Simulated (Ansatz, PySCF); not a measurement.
Pulling on the O3–H4 bond in BeFHO (SMILES [OH][Be][F]) (multiplicity 1 held, fragments rigid). Energies count from the point at 0.954 Å.
Geometry at that point (charge 0, multiplicity 1):
| atom | x (Å) | y (Å) | z (Å) |
|---|---|---|---|
| Be | 0.0293 | 0.0148 | -0.0256 |
| F | 0.9828 | 0.5280 | -0.8951 |
| O | -0.9986 | -0.4674 | 0.8245 |
| H | -0.9734 | -1.0724 | 1.5614 |

Restricted levels (R-, RO-) in cc, def2 and unpolarised 6-31G sets keep to the state of the molecule at rest. Unrestricted levels (U-) break spin symmetry where that is lower. Levels need not reach the same state.

Frozen-core correlation. Rows in 3-21G, 6-31G* carry no dispersion term and start afresh at each structure (6-31G* with six Cartesian d functions). MP2/6-31G* freezes PySCF's default core, which is smaller on s-block atoms.

Run with Ansatz (a quantum-chemistry and plane-wave program) with Gaussian orbitals; PySCF for 3-21G rows, 6-31G* rows. Each number belongs to the level named beside it.

```
level                  energy at R = 3.052 Å (kcal/mol)
---------------------  --------------------------------
R-HF/3-21G                                       223.28
R-PBE/aug-cc-pVTZ                                158.58
U-PBE/aug-cc-pVTZ                                129.16
U-r2SCAN/aug-cc-pVTZ                             127.85
U-B3LYP/aug-cc-pVTZ                              128.76
U-wB97X-V/aug-cc-pVTZ                            129.41
R-MP2/6-31G*                                     140.95
U-MP2/aug-cc-pVTZ                                   [?]
U-CCSD(T)/aug-cc-pVTZ                            130.65
```

Q: Fill in the missing entries.

A: 
- U-MP2/aug-cc-pVTZ, energy at R = 3.052 Å (kcal/mol): 135.11

Doubts at one or more of the structures used: a restricted determinant that unrestricted orbitals would lower (R-HF/3-21G, R-PBE/aug-cc-pVTZ, R-MP2/6-31G*); a spin-contaminated determinant (U-PBE/aug-cc-pVTZ, U-r2SCAN/aug-cc-pVTZ, U-B3LYP/aug-cc-pVTZ, U-wB97X-V/aug-cc-pVTZ, U-MP2/aug-cc-pVTZ, U-CCSD(T)/aug-cc-pVTZ).
